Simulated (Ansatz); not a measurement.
Q: Name a neutral molecule of Al, B, Cl, N and H with HOMO energy (B3LYP/def2-TZVPP) between -6.70 and -6.40 eV and HOMO energy (PBE/def2-TZVPP) between -5.70 and -5.40 eV (Ansatz, PBE0-D4/def2-TZVP geometry).

A: `[Cl][Al]1[BH][NH]1` (-6.41 eV, -5.55 eV). Other molecules can fit too; these were computed, each in one conformer that needn't be the lowest.

B3LYP here is the variant with VWN-RPA as its local correlation; programs differ in this.
